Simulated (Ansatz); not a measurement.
Gas-phase electronic energies from Ansatz, PBE0-D4/def2-TZVP geometries. CBS: MP2 limit from def2 TZ/QZ plus the TZ coupled-cluster correction, frozen cores. Functionals use def2-TZVPP. One conformer a species, not always the lowest.

Consider the isomerisation: `C[SiH2]OB(N)F` → `NBOC[SiH2]F`.

| level | ΔE (kJ/mol) | difference from CCSD(T)/CBS |
| --- | --- | --- |
| PBE-D4 | 204.8 | -9.0 |
| r2SCAN-D4 | 219.9 | 6.1 |
| PBE0-D4 | 214.4 | 0.6 |
| ωB97X-V | 210.4 | -3.4 |
| ωB97M-V | 215.2 | 1.4 |
| PBE | 204.9 | -8.9 |
| r2SCAN | 220.0 | 6.2 |
| PBE0 | 214.5 | 0.7 |
| HF/def2-TZVPP | 228.8 | 15.0 |
| MP2/def2-TZVPP | 219.8 | 6.0 |
| SCS-MP2/def2-TZVPP | 215.4 | 1.6 |
| CCSD/def2-TZVPP | 218.0 | 4.2 |
| HF/def2-QZVPP | 227.9 | 14.1 |
| HF/CBS(def2) | 227.8 | 14.0 |
| MP2/CBS(def2) | 218.3 | 4.5 |
| CCSD/CBS(def2) | 216.5 | 2.7 |
| CCSD(T)/CBS | 213.8 | 0 |

Largest T1 diagnostic among the species: 0.012.

From PBE to PBE0 (25 % exact exchange), in def2-TZVPP and without D4, ΔE moves by +9.5 kJ/mol. In def2-TZVPP, CCSD(T) changes the Hartree–Fock value by −13.5 kJ/mol (the triples alone add −2.7 kJ/mol) and MP2 by −9.0 kJ/mol.
